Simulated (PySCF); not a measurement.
**Assigning NMR signals**

Bonds (- single, = double, # triple, : aromatic): O1=C2, C2-O3, C2-C4, C4=C5, C5-C6, C6-N7, N7-Si8, N7-Si9. O3 carries H10; C4 carries H11; C5 carries H12; C6 carries H13, H14; Si8 carries H15, H16, H17; Si9 carries H18, H19, H20. Stereochemistry as in O=C(O)/C=C/CN([SiH3])[SiH3].

[PySCF: structure optimised with GFN2-xTB; shieldings: GIAO PBE0/pcSseg-1; one computed conformer; rapidly exchanging positions averaged; non-relativistic; in vacuum]

Scale: ¹³C (σref 186.93), ¹H (σref 31.72) against TMS (reference shieldings calculated alike).

**Question.** Assign these signals to the numbered atoms. ¹³C{¹H} NMR (computed): δ 170.8 (C), 158.7 (CH), 125.5 (CH), 56.7 (CH2).

**Answer.** 
| δ (ppm) | atoms | environment | reason |
| --- | --- | --- | --- |
| 170.8 | C2 | carboxylic acid carbon | lone-pair donation from the attached heteroatom keeps it upfield of a ketone carbonyl |
| 158.7 | C5 | β carbon of a C=C–C=O unit | conjugation with the carbonyl draws π density from the β position |
| 125.5 | C4 | α carbon of a C=C–C=O unit | as expected for a trigonal carbon in a double bond |
| 56.7 | C6 | allylic sp3 CH2 bonded to N | pulled downfield by the heteroatom |

**Question.** Assign these signals to the numbered atoms. ¹H NMR (500 MHz, computed): δ 7.45 (m, 1H), 6.08 (br s, 1H), 5.97 (d, 1H), 4.74 (s, 6H), 3.80 (d, 2H).

**Answer.** 
```tsv
δ (ppm)	atoms	environment	reason
7.45	H12	hydrogen on a β carbon of a C=C–C=O unit	olefinic region
6.08	H10	hydrogen on an acid hydroxyl oxygen	exchangeable; this is the value without hydrogen bonding to other molecules
5.97	H11	hydrogen on an α carbon of a C=C–C=O unit	olefinic region
4.74	H15/H16/H17/H18/H19/H20	hydrogen on a silicon bonded to N	–
3.80	H13/H14	hydrogen on an allylic sp3 CH2 bonded to N	its carbon carries N, hence the downfield position
```

H10 and H11 lie closer than the usual error of such a calculation, so a measured spectrum could show them in the other order.

OH and NH positions are those of a molecule without intermolecular hydrogen bonds; in solution they move with solvent, concentration and temperature, and exchange usually removes their couplings. Shifts are as computed. Against solution values, carbons near 30 ppm lie about +3 ppm off and those near 130 ppm about +5 ppm. Of 1309 compounds with measured shifts, 239 miss one by over three times the rms of a fit or turn the order of signals round; such compounds aren't used in these exercises. The C=O carbon of an acid or of an amide with N–H lies up to 10 ppm further downfield in solution, through hydrogen bonding that the calculation lacks. Multiplicities follow the n + 1 count of equivalent neighbours, as no J values were calculated; m marks all less simple cases, F and P coupling included.
